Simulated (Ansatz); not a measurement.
Single points on Li₃Cl₂.

```yaml
crystal:
  periodic: [false, false, false]
  atoms:
    - {symbol: Li, position_ang: [1.596132, 1.316442, -0.024045]}
    - {symbol: Li, position_ang: [-1.445750, 1.479383, 0.048503]}
    - {symbol: Li, position_ang: [-0.075185, -1.397934, -0.012061]}
    - {symbol: Cl, position_ang: [-2.099052, -0.588518, 0.043179]}
    - {symbol: Cl, position_ang: [2.023855, -0.809383, -0.055566]}
basis:
  gaussian: {orbitals: def2-TZVP, initial_orbitals: start.molden}
magnetization: {spin_polarized: true, initial_magnetization: 1}
hamiltonian: {xc: {name: CAM-B3LYP}, dispersion: d4}
scf: {omitted_lower_state_checks: [starts]}
output: {orbitals: {seedname: orbitals}}
```

The file start.molden holds the orbitals of an earlier run on this structure, at another level or in another basis.

```sh
$ ansatz run in.yaml --threads 4 --pin off --events-out ev --progress --plain --max-ram 3916MiB
```

It prints (some lines left out):

```
Functional definition: CAM-B3LYP
913 factors; their error is unknown
289 factors; integrals over basis functions are off by at most 4.0e-5 eV
mean field evaluation 1: about -25665.6289 eV, gradient 5.7e0 eV
mean field evaluation 2: about -25665.6795 eV, gradient 5.4e-2 eV
mean field evaluation 4: about -25665.7383 eV, gradient 5.8e-5 eV
mean field -25665.73829910 eV, -943.1984856295 hartree, gradient 6.1e-5 eV, S^2 0.750123; 0 other end points of the search recorded, 0 dependent functions left out
reference -25665.73842960 eV, -943.1984904255 hartree; 22, 21 occupied and 94, 95 virtual orbitals, 913 factors
Total energy: -25665.81873063 eV, -943.2014414339 hartree
Checks for a lower state left out: starts
```

It took 1.6 s on 4 threads of Arm Neoverse V1 on a shared host.

First input, but with `gaussian: {orbitals: def2-SVP, initial_orbitals: start.molden}`, `hamiltonian: {xc: pbe0, dispersion: d4}` (abridged; 1.4 s):

```
Functional definition: PBE0
mean field -25647.27105778 eV, -942.5198270286 hartree, gradient 1.5e-5 eV, S^2 0.750222
Total energy: -25647.34639953 eV, -942.5225957868 hartree
Checks for a lower state left out: starts
```

First input, but with `hamiltonian: {xc: hse06, dispersion: d4}`, `output: {forces: true, orbitals: {seedname: orbitals}}` (abridged; 2 s):

```
Functional definition: HSE06
mean field -25655.56429909 eV, -942.8245980256 hartree, gradient 2.0e-5 eV, S^2 0.750170
Total energy: -25655.63668235 eV, -942.8272580611 hartree
Atom 0 force     0.009007     0.004386    -0.000215 eV/Å
Atom 1 force    -0.008488     0.005360     0.000273 eV/Å
Atom 2 force    -0.000509    -0.009663    -0.000165 eV/Å
Atom 3 force    -0.000997     0.000002     0.000051 eV/Å
Atom 4 force     0.000987    -0.000086     0.000056 eV/Å
Dipole moment:     0.016719     0.310600     0.002849 e Å
Checks for a lower state left out: starts
```

The first input with `hamiltonian: {xc: pbe}`, `correlation: {method: rpa}` and without the key `output` (abridged; 1.9 s):

```
Functional definition: PBE
mean field -25653.61021954 eV, -942.7527869264 hartree, gradient 2.7e-6 eV, S^2 0.750224
10 core orbitals not correlated: weight in the atoms' cores, before any rotation towards them, 1.000 or more for the frozen orbitals, at most 0.000 for the correlated occupied ones
Total energy: -25645.20159397 eV, -942.4437756364 hartree
Checks for a lower state left out: starts
```

Geometry: PBE0-D4/def2-TZVP.

HSE06 is defined as in plane-wave codes, on full-range PBE exchange. Correlated methods freeze 10 core orbitals; core or outer-core shells of Li are correlated, in sets that lack core-valence functions. The structure comes from a short search, and lower isomers may exist.
